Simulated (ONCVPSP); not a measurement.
# B (Z = 5), ONCV: configuration errors across variants

* Element: boron
* Generator: ONCVPSP 4.0.1
* Type: optimised norm-conserving Vanderbilt (ONCV)
* Functional: PBE
* Relativity: scalar-relativistic
* Frozen core: [He]
* Valence charge: 3
* Reference configuration: 2s2 2p1
* Partial waves: 2s: rc 1.70 bohr, ncon 4, nbas 8, qcut 3 1/bohr, local; 2p: rc 2.10 bohr, ncon 4, nbas 8, qcut 5.4 1/bohr, 2 projectors, debl 1.7 Ha
* Local potential: the s channel
* Core correction: polynomial model core, fcfact 0.35

All-electron excitation energies from the reference (eV): (1) 2s2 2p0 8.219; (2) 2s1 2p0 33.642; (3) 2s2 2p0.5 2.887; (4) 2s1 2p1 14.361.

2 further variants failed, have other tests or too few solved ones, and are left out.

Errors AE − PS in meV (a dash: test not solved or not reliable):

| change | (1) | (2) | (3) | (4) | bound ghosts | GHOST(+) flags above zero |
| --- | --- | --- | --- | --- | --- | --- |
| base | +48 | +117 | +6.8 | -17 | none | none |
| s: rc 1.42 | +36 | +107 | +5.0 | -11 | none | none |
| s: rc 1.76 | +51 | +119 | +7.3 | -19 | none | none |
| s: rc 1.92 | +58 | +124 | +9.1 | -16 | none | p |

Question: Give the same row for: s: rc 1.28.

Answer: +32, +107, +4.3, -7.5; bound ghosts: none; GHOST(+) flags above zero: none.
